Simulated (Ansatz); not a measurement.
Gas-phase electronic energies from Ansatz, PBE0-D4/def2-TZVP geometries. CBS: MP2 limit from def2 TZ/QZ plus the TZ coupled-cluster correction, frozen cores. This one scheme is used for every species, atoms too. No spin–orbit coupling; open shells (•) take unrestricted orbitals. Spin–orbit coupling would lower the free atoms: a little for C, F, Si; strongly for I. def2 core potentials past Kr. For I outer-core shells are correlated without core-valence functions, so the limit isn't a true one: a few kJ/mol of doubt a bond, and 10 to 20 or more in all where bonds break to atoms.

Reaction (atomization): `C[Si](F)I`• → C• + F• + 3 H• + I• + Si•

| species | CCSD(T)/def2-TZVPP energy (Eh) |
| --- | --- |
| `C[Si](F)I`• | -725.84228 |
| C• | -37.78103 |
| F• | -99.62506 |
| H• | -0.49981 |
| I• | -297.11169 |
| Si• | -288.92770 |

Work out ΔE.

ΔE = 3 × (-0.49981) + (-37.78103) + (-99.62506) + (-297.11169) + (-288.92770) − (-725.84228) = 0.89737 Eh = +2356.0 kJ/mol. CCSD(T)/CBS gives +2433.2 kJ/mol.

Largest T1 diagnostic among the species: 0.012.

The D4 term adds +27.9 kJ/mol with B3LYP and +14.5 kJ/mol with PBE0; it sums over pairs of atoms, weighted by their polarisabilities, and B3LYP, whose exchange is more repulsive, gets the larger term. In def2-TZVPP, CCSD(T) changes the Hartree–Fock value by +542.2 kJ/mol (the triples alone add +37.5 kJ/mol) and MP2 by +605.7 kJ/mol; breaking electron pairs costs correlation energy, which Hartree–Fock lacks.

B3LYP here is the variant with VWN-RPA as its local correlation; programs differ in this.

For atomizations the MP2-based limit and the directly extrapolated one differ by several kJ/mol either way, and by 10 to 25 for some Ge, Se and Sn compounds, so smaller differences from it don't rank the levels.
